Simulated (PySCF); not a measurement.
C8H10OSi, SMILES c1(O[SiH3])ccc(cc1)C=C (GFN2-xTB optimised geometry):

```
20

C     -3.855    -0.978    -0.042
C     -3.019     0.053    -0.001
C     -1.563     0.001     0.000
C     -0.842     1.198     0.002
C      0.536     1.207     0.001
C      1.243     0.007     0.000
O      2.589     0.060    -0.001
Si     3.770    -1.056    -0.007
C      0.539    -1.192     0.000
C     -0.840    -1.192     0.000
H     -4.921    -0.833    -0.039
H     -3.520    -2.001    -0.081
H     -3.429     1.055     0.033
H     -1.377     2.137     0.003
H      1.086     2.135     0.001
H      3.693    -1.909     1.182
H      3.688    -1.899    -1.202
H      4.921    -0.169    -0.006
H      1.089    -2.122     0.001
H     -1.361    -2.137     0.002
```

Computed with PBE/def2-SVP (PySCF 2.14.0).

Q: What are the frontier orbital energies and the dipole moment?

A: HOMO-2 -6.91 eV, HOMO-1 -6.40 eV, HOMO -5.20 eV, LUMO -1.65 eV, LUMO+1 -1.04 eV; dipole moment 0.81 D.

Meta-Löwdin charges at PBE/def2-SVP: C1 -0.24, C2 -0.09, C3 -0.01, C4 -0.10, C5 -0.14, C6 0.20, O7 -0.51, Si8 0.69, C9 -0.15, C10 -0.10, H11 0.11, H12 0.10, H13 0.10, H14 0.11, H15 0.12, H16 -0.11, H17 -0.11, H18 -0.09, H19 0.11, H20 0.11.
